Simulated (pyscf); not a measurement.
# `[O][SiH]([OH])[OH]`, doublet

Gas-phase minimum from PySCF at ωB97X-D3(BJ)/def2-SVP, one conformer. •O–SiH(OH)–OH lies 22.1 kcal/mol over its isomer HO–Si•(OH)–OH, and others may lie lower still (electronic energy, ωB97M-D3(BJ)). 

```
Si
O 1 1.6443
H 2 0.9632 1 117.07
O 1 1.6553 2 106.56 3 -29.39
H 4 0.9630 1 117.12 2 162.72
O 1 1.6890 2 115.87 3 91.09
H 1 1.4801 2 108.33 3 -156.38
```
Charge 0, spin multiplicity 2.

Properties at ωB97X-D3(BJ)/def2-SVP:

| Item | Value |
|---|---|
| Harmonic wavenumbers, unscaled | 143, 244, 287, 333, 349, 729, 750, 806, 811, 880, 946, 1001, 2316, 3933, 3935 cm⁻¹ |
| Zero-point energy | 25.0 kcal/mol |
| Rotational symmetry number | 1 |
| Entropy of this conformer at 298 K and 1 atm, rigid rotor and harmonic oscillator, modes under 100 cm⁻¹ raised to 100 | 314.0 J/(mol K) |
| Dipole moment | 1.83 D |
| Spin expectation value S2 | 0.753 |

Single-point totals, which compare only within one level (frozen core for MP2 and CC):

```csv
level,total energy (hartree)
ωB97X-D3(BJ)/def2-TZVP,-517.19752
PBE/def2-TZVP,-516.75347
r²SCAN/def2-TZVP,-517.01318
B3LYP-D3(BJ)/def2-TZVP,-517.17468
PBE0-D3(BJ)/def2-TZVP,-516.78437
M06-2X/def2-TZVP,-517.04158
ωB97M-D3(BJ)/def2-TZVP,-517.23576
UHF/def2-TZVPP,-515.48988
MP2/def2-TZVPP,-516.27219
CCSD/def2-TZVPP,-516.29672
CCSD(T)/def2-TZVPP,-516.32366
```

Soft torsions are taken as harmonic, which can shift the entropy by several J/(mol K). The CCSD(T) − MP2 part came from Ansatz, without density fitting, on the same reference.
